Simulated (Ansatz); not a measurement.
Harmonic frequencies (cm⁻¹) at PBE0-D4/def2-TZVP from Ansatz: 56, 76, 84, 131, 183, 226, 331, 486, 602, 719, 723, 764, 817, 852, 895, 908, 943, 967, 980, 1026, 1340, 1459, 1470, 2169, 2220, 2615, 3071, 3161, 3181, 3922.

Each molecule was computed in one conformer, which needn't be the lowest.

(1) Which molecule is it?
A. `CB(S)O[SiH3]`
B. `BS[SiH2]OC`
C. `CSB[SiH2]O`
D. `CSBO[SiH3]`

Results:

(1) C.
